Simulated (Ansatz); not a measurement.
`C[O][Sn]([F])([F])[F]` → `[F][SnH]([F])[F]` + `C=O` at 700 K and 1 bar (β-hydride elimination).

Program: Ansatz. Geometries: PBE0-D4/def2-TZVP. ΔE: electronic, gas phase. CCSD(T)/CBS adds triple-zeta CCSD(T) − MP2 to the extrapolated MP2 energy (def2 sets, frozen cores). This one scheme is used for every species. def2 core potentials past Kr. For Sn outer-core shells are correlated without core-valence functions, which leaves a few kJ/mol of doubt a bond. One conformer a species, not always the lowest.

```tsv
species	CCSD(T)/CBS energy (Eh)	H − E (kJ/mol)	S (J/(mol·K))
`C[O][Sn]([F])([F])[F]`	-628.53137	206.8	520.3
`[F][SnH]([F])[F]`	-514.09299	86.3	387.9
`C=O`	-114.39408	97.4	254.3
```

H − E and S are ideal-gas, rigid-rotor, harmonic terms from PBE0-D4/def2-TZVP, for one conformer and one mirror image of each species. 1 Eh = 2625.50 kJ/mol, R = 8.31446 J/(mol·K).

**Question.** By hand: ΔE, ΔH, ΔS and ΔG.

**Answer.** ΔE = (-514.09299) + (-114.39408) − (-628.53137) = 0.04430 Eh = 116.3 kJ/mol. Δ(H − E) = 86.3 + 97.4 − 206.8 = -23.1, so ΔH = 93.2 kJ/mol. ΔS = 387.9 + 254.3 − 520.3 = 121.9 J/(mol·K). ΔG = 93.2 − 700 × (121.9)/1000 = 7.9 kJ/mol.

**Question.** By hand: the equilibrium constant, and the temperature at which ΔG would vanish if ΔH and ΔS stayed fixed.

**Answer.** log₁₀ K = −ΔG/(RT ln 10) = -0.6. ΔG = 0 at ΔH/ΔS = 765 K.

The number of gas molecules changes by +1, which sets the sign of ΔS. A doubt of 5 kJ/mol in ΔE shifts log₁₀ K by 0.4 here. Other conformers and mirror images would add mixing entropy, several J/(mol·K) or more a flexible species. Modes under 60 cm⁻¹, often nearly free rotors, make the harmonic entropy too high. These are equilibria of isolated gas molecules and say nothing of rates. Largest T1 diagnostic: 0.015 (customary marks: 0.02 for closed shells, 0.045 for open ones).
